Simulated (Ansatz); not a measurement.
Reaction (ligand exchange at the Si–Se bond): `CO[SiH](F)[SeH]` + `[OH][GeH3]` → `CO[SiH](F)[O][GeH3]` + H₂Se

Gas-phase electronic energies from Ansatz, PBE0-D4/def2-TZVP geometries. CCSD(T)/CBS is the MP2 limit (def2-TZVPP, def2-QZVPP) plus CCSD(T) − MP2 in def2-TZVPP, frozen cores. Functionals use def2-TZVPP. B3LYP here is the variant with VWN-RPA as its local correlation; programs differ in this. HSE06 is defined as in plane-wave codes. For Ge, Se outer-core shells are correlated without core-valence functions, which leaves a few kJ/mol of doubt a bond. Scalar relativity is left out up to krypton. One conformer a species, not always the lowest.

```csv
level,ΔE (kcal/mol)
B3LYP-D4,-19.2
HSE06,-16.0
MP2/def2-SVP,-20.5
CCSD/CBS(def2),-19.3
```

**Question.** What does CCSD(T)/CBS give? (An estimate is asked.)

**Answer.** Computed: -18.5 kcal/mol. The listed levels differ from it by -0.7, 2.5, -2.0, -0.8 kcal/mol.

Largest T1 diagnostic among the species: 0.012.

From PBE to PBE0 (25 % exact exchange), in def2-TZVPP and without D4, ΔE moves by −1.7 kcal/mol. Leaving LDA and LC-ωPBE aside and taking each functional with its dispersion term where it has one, the values, not all of them listed here, spread over 6.8 kcal/mol, from BHLYP-D4 to revPBE-D4. LDA lies −1.6 kcal/mol from PBE without D4.
